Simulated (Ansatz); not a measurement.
Mulliken charges of C$_{2}$H$_{6}$OSi, SMILES `C=C[SiH2]O` from r2SCAN/def2-TZVPP in Ansatz (PBE0-D4/def2-TZVP geometry).

```
atom   x (Å)   y (Å)   z (Å)  charge (e)
  C1   0.469   1.339  -0.819      -0.150
  C2   0.221   0.866   0.400      -0.213
 Si3  -0.462  -0.834   0.701       0.555
  O4  -0.545  -1.705  -0.698      -0.421
  H5   0.269   0.747  -1.708       0.078
  H6   0.873   2.334  -0.986       0.080
  H7   0.435   1.507   1.255       0.068
  H8   0.393  -1.521   1.711      -0.107
  H9  -1.852  -0.766   1.215      -0.087
 H10   0.281  -2.019  -1.068       0.198
```

By hand: the dipole of these point charges (1 e Å = 4.8032 D).

Σ q r = (0.151, 0.047, 0.094) e Å, of length 0.184 e Å = 0.88 D.

How does the dipole of the full density compare? (Estimate.)

The calculation gave: (0.305, 0.088, -0.067) e Å, 1.56 D; the point charges give 0.56 times that, at 43° from its direction.

Point charges leave out the atoms' own dipoles, such as those of lone pairs, and Mulliken's split depends on the basis, so the two needn't agree.
